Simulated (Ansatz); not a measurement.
SiN₂Cl₂H₄⁺, that is Si(NH2)2Cl2 with one electron fewer. Charge 1, multiplicity 2. Geometry PBE-D4/def2-SVP, that of the neutral singlet; atoms count from 1.

```xyz
9

Si    0.047   -0.037    0.447
N    -1.443    0.033   -0.403
H    -1.625   -0.664   -1.129
H    -2.293    0.279    0.108
N     1.328    0.057   -0.691
H     1.371    0.867   -1.314
H     2.260   -0.257   -0.414
Cl    0.439   -1.775    1.536
Cl   -0.084    1.496    1.860
```

(1) Estimate the Mulliken populations from the PBE0/def2-TZVP orbitals of Ansatz.

(2) Where does the spin sit?

(3) And the Mayer bond orders between heavy atoms (over 0.3)?

## Answers

(1) 
```tsv
atom	charge (e)	spin (α − β)
Si1	0.66	-0.07
N2	-0.42	0.39
H3	0.31	-0.01
H4	0.32	-0.01
N5	-0.42	0.39
H6	0.31	-0.01
H7	0.32	-0.01
Cl8	-0.03	0.17
Cl9	-0.03	0.17
```
Mulliken values depend strongly on the basis.

(2) Summed by element: Si -0.07, N 0.77, H -0.04, Cl 0.33, of 1 unpaired in all. Largest on single atoms: N2 0.39, N5 0.39, Cl8 0.17.

(3) Si1–N2 1.15 (1.72 Å); Si1–N5 1.15 (1.72 Å); Si1–Cl8 1.22 (2.09 Å); Si1–Cl9 1.22 (2.09 Å).
